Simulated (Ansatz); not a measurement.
A trace of molecular dynamics of a periodic cell of 18 atoms, Al16HO (surface Al(111), adsorbate OH).

Level of theory: DFT PBE, scalar-relativistic, plane waves, PAW in Ansatz. Settings: PAW set soft_1, cutoff 420 eV, k mesh 2x2x1, fermi-dirac smearing 0.15 eV, no spin polarisation.

```yaml
ensemble: NVE (velocity Verlet)
starting_velocities_drawn_for: 1000 K
atoms_held: 1 to 4
seed: 328868
```

```
time (fs)     T (K)  potential energy less start (eV)  conserved less start (meV/atom)
        0      1000                             0.000                             0.00
       15       768                             0.584                             9.11
       30      2281                             6.053                           465.08
       45      2488                             5.677                           464.97
       60      3536                             3.767                           464.22
       75     64140                             7.765                          6779.17
       90     60666                             3.433                          6189.27
      105     50014                             3.754                          5136.22
      120     38016                             4.492                          3971.01
      135     17718                            10.508                          2264.46
      150    284671                            10.368                         29095.07
      165    286291                            10.770                         29280.23
      180    287140                             6.737                         29141.53
      195    246070                            11.160                         25258.31
      210   1153180                            11.684                        116484.15
      225   1248881                            18.677                        126493.99
      240   3040538                            24.427                        306938.68
      255   3117579                            26.948                        314824.12
      270   3289115                            12.851                        331286.36
      285   4989515                            38.254                        503648.38
      300   5775011                            15.644                        581362.50
      315   5862889                            19.531                        590413.29
      330   8515555                            22.433                        857261.84
      345  11309966                            27.105                       1138459.00
      360  11250422                            26.989                       1132466.27
      375  11194037                            31.196                       1127031.31
```

Task: Is this trajectory sound?

Result: The conserved energy changed by up to 1.1e+06 meV per atom, so the integration failed: the time step of 3 fs is too long for the fastest motions that this run met, and the later frames carry no physical meaning.

Run time: 24 min on 1 thread of Intel(R) Xeon(R) Platinum 8488C (Sapphire Rapids), on a shared host, peak memory 0.7 GiB.
